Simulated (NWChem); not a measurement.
System: TaI₅; SMILES [I][Ta]([I])([I])([I])[I]

NWChem input:

```
start job
memory heap 200 mb stack 900 mb global 1100 mb
geometry units angstroms noautoz
  Ta     0.000000     0.000000     0.000000
  I      1.880550     1.880550     0.000000
  I      0.000000     0.000000     2.713380
  I      0.000000     0.000000    -2.713380
  I      0.688329    -2.568879     0.000000
  I     -2.568879     0.688329     0.000000
end
basis spherical
  Ta library def2-svp
  I library def2-svp
end
ecp
  I library def2-ecp
  Ta library def2-ecp
end
dft
  xc becke88 perdew86
  iterations 150
  mulliken
end
task dft energy
```

Excerpt of the output:

```
             Northwest Computational Chemistry Package (NWChem) 7.3.0
             --------------------------------------------------------

 D3H symmetry detected

                             Geometry "geometry" -> ""
                             -------------------------

 Output coordinates in angstroms (scale by  1.889725989 to convert to a.u.)

  No.       Tag          Charge          X              Y              Z
 ---- ---------------- ---------- -------------- -------------- --------------
    1 Ta                  73.0000     0.00000000     0.00000000     0.00000000
    2 I                   53.0000     1.88054996     1.88054996     0.00000000
    3 I                   53.0000     0.00000000     0.00000000     2.71338000
    4 I                   53.0000     0.00000000    -0.00000000    -2.71338000
    5 I                   53.0000     0.68832906    -2.56887902     0.00000000
    6 I                   53.0000    -2.56887902     0.68832906     0.00000000

 Effective nuclear repulsion energy (a.u.)    7408.0370307909

      Symmetry information
      --------------------

 Group name             D3h
 Group number             27
 Group order              12
 No. of unique centers     3

 Summary of "ao basis" -> "ao basis" (spherical)
 ------------------------------------------------------------------------------
       Tag                 Description            Shells   Functions and Types
 ---------------- ------------------------------  ------  ---------------------
 Ta                         def2-svp                12       32   6s3p2d1f
 I                          def2-svp                10       26   4s4p2d

      Symmetry analysis of basis
      --------------------------

        a1'        31
        a1"         2
        a2'         7
        a2"        20
        e'         64
        e"         38

  Rotation of axis

            General Information
            -------------------
          SCF calculation type: DFT
          Wavefunction type:  closed shell.
          No. of atoms     :     6
          No. of electrons :   138
           Alpha electrons :    69
            Beta electrons :    69
          Charge           :     0
          Spin multiplicity:     1
          Use of symmetry is: on ; symmetry adaption is: on
          Maximum number of iterations: 150
          AO basis - number of functions:   162
                     number of shells:    62
          Convergence on energy requested:  1.00D-06
          Convergence on density requested:  1.00D-05
          Convergence on gradient requested:  5.00D-04

              XC Information
              --------------
                    Becke 1988 Exchange Functional  1.000
                Perdew 1981 Correlation Functional  1.000 local
                Perdew 1986 Correlation Functional  1.000 non-local

             Grid Information
             ----------------
          Grid used for XC integration:  medium
          Radial quadrature: Mura-Knowles
          Angular quadrature: Lebedev.
          Tag              B.-S. Rad. Rad. Pts. Rad. Cut. Ang. Pts.
          ---              ---------- --------- --------- ---------
          Ta                  1.45      123          10.0       590
          I                   1.40      123          13.0       590
          Grid pruning is: on
          Number of quadrature shells:   369
          Spatial weights used:  Erf1

      Superposition of Atomic Density Guess
      -------------------------------------

 Sum of atomic energies:       -1797.55425426

      Non-variational initial energy
      ------------------------------

 Total energy =   -1540.090060
 1-e energy   =   -4918.755451
 2-e energy   =    2259.255538
 HOMO         =      -0.305620
 LUMO         =      -0.026044

      Symmetry analysis of molecular orbitals - initial
      -------------------------------------------------

  Numbering of irreducible representations:

     1 a1'         2 a1"         3 a2'         4 a2"         5 e'
     6 e"

  Orbital symmetries:

     1 a1'         2 e'          3 e'          4 a1'         5 a2"
     6 a1'         7 e'          8 e'          9 a1'        10 a2"
    11 e"         12 e"         13 a2"        14 e'         15 e'
    16 a2'        17 e"         18 e"         19 e'         20 e'
    21 a1'        22 e'         23 e'         24 a1'        25 a2"
    26 a1'        27 e"         28 e"         29 e'         30 e'
    31 a2"        32 a2'        33 e'         34 e'         35 e"
    36 e"         37 a1'        38 e'         39 e'         40 e"
    41 e"         42 a1"        43 e'         44 e'         45 e"
    46 e"         47 a2"        48 e'         49 e'         50 a1'
    51 e'         52 e'         53 a2"        54 a1'        55 a1'
    56 e"         57 e"         58 a2"        59 e'         60 e'
    61 e'         62 e'         63 a1'        64 a2'        65 e'
    66 e'         67 a2"        68 e"         69 e"         70 e"
    71 e"         72 e'         73 e'         74 a1'        75 a1'
    76 e'         77 e'         78 a1'        79 a2"

     ---------------------------------------------
      Total Density - Mulliken Population Analysis
     ---------------------------------------------

    Atom       Charge   Shell Charges
 -----------   ------   -------------------------------------------------------
    1 Ta  13    10.43   0.03 -0.32  1.76  0.50  0.56  0.09  5.45  0.65  0.09  1.01  0.53  0.06
    2 I   25    25.50   1.83  0.22  1.22  0.69  2.92  3.14  2.73  2.73  9.82  0.19
    3 I   25    25.54   1.83  0.22  1.23  0.67  2.92  3.14  2.75  2.76  9.82  0.19
    4 I   25    25.54   1.83  0.22  1.23  0.67  2.92  3.14  2.75  2.76  9.82  0.19
    5 I   25    25.50   1.83  0.22  1.22  0.69  2.92  3.14  2.73  2.73  9.82  0.19
    6 I   25    25.50   1.83  0.22  1.22  0.69  2.92  3.14  2.73  2.73  9.82  0.19

   convergence    iter        energy       DeltaE   RMS-Dens  Diis-err
 ---------------- ----- ----------------- --------- --------- ---------
 d= 0,ls=0.0,diis     1  -1545.9326144512 -2.67D+03  5.24D-02  3.18D+00
 d= 0,ls=0.0,diis     2  -1532.8342331930  1.31D+01  4.34D-02  6.45D+01
 d= 0,ls=0.0,diis     3  -1544.6623673656 -1.18D+01  2.30D-02  1.36D+01
 d= 0,ls=0.0,diis     4  -1546.0202144752 -1.36D+00  1.35D-02  3.11D+00
 d= 0,ls=0.0,diis     5  -1546.4855007113 -4.65D-01  5.30D-03  3.17D-01
  Resetting Diis
 d= 0,ls=0.0,diis     6  -1546.5266520671 -4.12D-02  2.02D-03  6.37D-02
 d= 0,ls=0.0,diis     7  -1546.5390839784 -1.24D-02  7.85D-04  9.69D-04
 d= 0,ls=0.0,diis     8  -1546.5360010099  3.08D-03  6.69D-04  2.16D-02
 d= 0,ls=0.0,diis     9  -1546.5391708104 -3.17D-03  1.89D-04  4.19D-04
 d= 0,ls=0.0,diis    10  -1546.5392302986 -5.95D-05  7.52D-05  4.77D-05
 d= 0,ls=0.0,diis    11  -1546.5392420922 -1.18D-05  4.06D-06  1.86D-07
 d= 0,ls=0.0,diis    12  -1546.5392421232 -3.09D-08  1.06D-06  2.36D-08

         Total DFT energy =    -1546.539242123164
      One electron energy =    -4921.241661235779
           Coulomb energy =     2374.018535850274
    Exchange-Corr. energy =     -118.725970188653
 Nuclear repulsion energy =     1119.409853450994

 Numeric. integr. density =      138.000001305480

                  Occupations of the irreducible representations
                  ----------------------------------------------

                     irrep           alpha         beta
                     --------     --------     --------
                     a1'              12.0         12.0
                     a1"               1.0          1.0
                     a2'               3.0          3.0
                     a2"               9.0          9.0
                     e'               28.0         28.0
                     e"               16.0         16.0

                       DFT Final Molecular Orbital Analysis
                       ------------------------------------

 Vector   67  Occ=2.000000D+00  E=-2.461228D-01  Symmetry=a2"
              MO Center=  7.4D-15, -3.5D-14,  2.4D-14, r^2= 9.4D+00
   Bfn.  Coefficient  Atom+Function         Bfn.  Coefficient  Atom+Function
  ----- ------------  ---------------      ----- ------------  ---------------
    45      0.296578  2 I  pz               123      0.296578  5 I  pz
   149      0.296578  6 I  pz                71      0.287236  3 I  pz
    97      0.287236  4 I  pz                74      0.263567  3 I  pz
   100      0.263567  4 I  pz                48      0.252080  2 I  pz
   126      0.252080  5 I  pz               152      0.252080  6 I  pz

 Vector   68  Occ=2.000000D+00  E=-2.329899D-01  Symmetry=e"
              MO Center= -2.8D-01,  6.1D-01,  3.1D-14, r^2= 8.9D+00
   Bfn.  Coefficient  Atom+Function         Bfn.  Coefficient  Atom+Function
  ----- ------------  ---------------      ----- ------------  ---------------
   149      0.351451  6 I  pz                69      0.320873  3 I  px
    95     -0.320873  4 I  px               152      0.320235  6 I  pz
    45     -0.317802  2 I  pz                48     -0.289574  2 I  pz
    72      0.275620  3 I  px                98     -0.275620  4 I  px
   146     -0.140791  6 I  pz                66     -0.128605  3 I  px

 Vector   69  Occ=2.000000D+00  E=-2.329899D-01  Symmetry=e"
              MO Center=  2.8D-01, -6.1D-01,  4.2D-14, r^2= 8.9D+00
   Bfn.  Coefficient  Atom+Function         Bfn.  Coefficient  Atom+Function
  ----- ------------  ---------------      ----- ------------  ---------------
   123      0.386393  5 I  pz               126      0.352074  5 I  pz
    70      0.320873  3 I  py                96     -0.320873  4 I  py
    73      0.275620  3 I  py                99     -0.275620  4 I  py
    45     -0.222338  2 I  pz                48     -0.202590  2 I  pz
   149     -0.164055  6 I  pz               120     -0.154789  5 I  pz

[...]
```

Level: BP86/def2-SVP with def2 effective core potentials on I, Ta. Geometry: optimised at PBE0/def2-SVP. Not confirmed as a minimum by frequencies. def2 effective core potentials on I, Ta; no spin-orbit coupling.
